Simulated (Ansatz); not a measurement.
A nudged elastic band was laid between two geometries of BClH2O2Si (7 atoms, charge 0, multiplicity 1).

These are results of RKS B3LYP-D4/6-31G* in Ansatz 0.2.0, not measurements.

```json
{"movable images": "5", "climbing image": "yes", "spring": "5.0 eV/Å²", "optimiser": "quadratic models (default)", "start path": "IDPP", "force threshold": "0.03 eV/Å", "iteration limit": "60", "end points": "relaxed"}
```

Image 0:

```xyz
7
Properties=species:S:1:pos:R:3
O -0.217 1.234 1.275
Si -0.493 0.209 0.011
O 0.498 -1.265 -0.014
B 0.894 -0.505 -1.052
Cl 2.128 -0.756 -2.257
H -0.822 1.179 2.030
H -1.927 -0.165 -0.040
```

Image 6:

```xyz
7
Properties=species:S:1:pos:R:3
O -0.716 0.985 1.423
Si -0.682 0.118 0.020
O 0.371 -1.307 -0.009
B 0.845 -0.456 -0.941
Cl 2.228 -0.584 -1.999
H 0.104 1.424 1.689
H -2.088 -0.248 -0.229
```

(1) Which bonds break or form, and what moves?

(2) Give the energies along the band, and the barrier.

(3) What is the geometry of the highest image?

(4) What are the harmonic wavenumbers there?

Results:

(1) No bond is made or broken. The dihedral H6–O1–Si2–O3 goes from -98 to 65°.

(2) It converged. The highest image is number 3 of 0 to 6, 2.0 kcal/mol above the first end and 3.3 kcal/mol above the last; the last end lies 1.2 kcal/mol below the first. A vibrational analysis at the climbing image gives one clearly imaginary mode, 344i cm⁻¹: a first-order saddle point.

```
image  path coordinate (Å)  energy (kcal/mol)  dihedral H6–O1–Si2–O3 (°)
    0                 0.00                0.0                        -98
    1                 0.28                0.4                        -76
    2                 0.56                1.4                        -52
    3                 0.84                2.0                        -24
    4                 1.14                1.1                          9
    5                 1.44               -0.6                         41
    6                 1.74               -1.2                         65
```

(3) 
```xyz
7
Properties=species:S:1:pos:R:3
O -0.610 1.298 1.163
Si -0.636 0.211 -0.081
O 0.477 -1.152 0.115
B 0.898 -0.455 -0.963
Cl 2.263 -0.713 -2.016
H -0.308 1.003 2.033
H -2.023 -0.260 -0.297
```

(4) 344i, 134, 240, 271, 402, 450, 568, 672, 757, 883, 905, 1046, 1375, 2275, 3805 cm⁻¹.

Run time: 2.9 min on 1 thread of Arm Neoverse V1 (shared host), peak memory 0.17 GiB.
